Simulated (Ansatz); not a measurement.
Start from `B[SiH2]B[SiH2]C` and change one atom or group to get `C[SiH2]B[NH][AlH2]`.

Ansatz, PBE0-D4/def2-TZVP geometries, multiplicity 1. Each molecule was computed in one conformer, which needn't be the lowest.

```tsv
property	`B[SiH2]B[SiH2]C`
LUMO energy (PBE/def2-TZVPP) / eV	-4.11
HOMO–LUMO gap (ωB97M-V/def2-TZVPP) / eV	8.35
HOMO–LUMO gap (PBE/def2-TZVPP) / eV	2.39
HOMO energy (B3LYP/def2-TZVPP) / eV	-7.38
LUMO energy (PBE0/def2-TZVPP) / eV	-3.21
size of the dipole moment (PBE/def2-TZVPP) / D	0.61
```

(1) What does the change do to each property? (An estimate is asked.)

Results:

(1) The calculation gave: 
```csv
property,`C[SiH2]B[NH][AlH2]`,shift
LUMO energy (PBE/def2-TZVPP) / eV,-2.34,1.77
HOMO–LUMO gap (ωB97M-V/def2-TZVPP) / eV,9.63,1.28
HOMO–LUMO gap (PBE/def2-TZVPP) / eV,3.81,1.42
HOMO energy (B3LYP/def2-TZVPP) / eV,-7.18,0.20
LUMO energy (PBE0/def2-TZVPP) / eV,-1.52,1.69
size of the dipole moment (PBE/def2-TZVPP) / D,2.13,1.52
```

With PBE0 the HOMO rises by 0.22 eV and the LUMO rises by 1.69 eV, so the gap widens by about 1.47 eV. PBE moves the HOMO by 0.35 eV and ωB97M-V by 0.12 eV. Dipoles are sizes alone; their direction can turn.

B3LYP here is the variant with VWN-RPA as its local correlation; programs differ in this.
